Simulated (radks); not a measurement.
Spherical quantum dot in the effective-mass picture: electrons in a hard-walled sphere of radius 1.82, all in effective atomic units (hartree* = m*/eps^2 hartree, bohr* = eps/m* bohr), one dielectric constant everywhere. Calculated with a radial shooting solver with Libxc functionals: non-relativistic Kohn-Sham, LDA (Slater exchange, Perdew-Wang correlation), spin-polarised, spherical densities. Levels are named by radial order and angular momentum (1s, 1p, 1d, 2s, ...), and open shells are averaged over m. Results are scaled to m* = 0.026 and eps = 4.8, for which hartree* = 30.71 meV and bohr* = 9.769 nm.

N = 9, configuration 1s2 1p6 1d(up 1, down 0). This is the lowest configuration that the search found. Occupied and some empty levels:

level,occupation,eigenvalue (meV),<r> (nm)
1s up,1,251.48,10.02
1s down,1,252.81,9.997
1p up,3,288.64,11.18
1p down,3,290.16,11.17
1d up,1,341.74,11.94
1d down,0,343.35,11.94
2s up,0,391.07,8.496
2s down,0,391.92,8.505
1f up,0,408.76,12.50
1f down,0,410.40,12.50
2p up,0,480.73,9.472
2p down,0,481.73,9.472

Energy (meV): total 1644.09, kinetic 833.50, external 0, Hartree 996.43, exchange-correlation -185.85.

Electron density:

r (nm),n(r) (e/nm^3)
0.454,0.0002725
1.34,0.0002926
2.23,0.0003317
3.12,0.0003881
4.00,0.0004587
4.89,0.0005397
5.78,0.0006249
6.67,0.0007074
7.56,0.0007786
8.44,0.0008289
9.33,0.0008494
10.2,0.0008327
11.1,0.0007749
12.0,0.0006774
12.9,0.0005500
13.8,0.0004040
14.7,0.0002595
15.5,0.0001358
16.4,0.00004850
17.3,5.376e-06
